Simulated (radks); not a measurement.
Q: Valence configurations of Se I (all share [Ar]). All-electron calculation, scalar-relativistic Kohn-Sham, PBEsol, spin-polarised, spherical densities, finite nucleus; open shells are filled with parallel spins first; Fermi nuclear charge, rms radius 4.14 fm. Program: a radial shooting solver on a logarithmic mesh with Libxc functionals. Order these by energy: 3d9.5 4s2 4p4.5; 3d8 4s2 4p6; 3d10 4s1.5 4p4.5; 3d10 4s1 4p5; 3d9 4s2 4p5; 3d10 4p6; 3d10 4s2 4p4.

A: From the lowest, in eV above it: 3d10 4s2 4p4 0.000; 3d10 4s1.5 4p4.5 5.385; 3d10 4s1 4p5 10.785; 3d10 4p6 22.716; 3d9.5 4s2 4p4.5 24.749; 3d9 4s2 4p5 51.783; 3d8 4s2 4p6 112.93. NIST lists [Ar] 3d10 4s2 4p4 as the ground configuration; this level of theory agrees among the configurations tried. The energies are those of spherical high-spin densities, not of single terms.
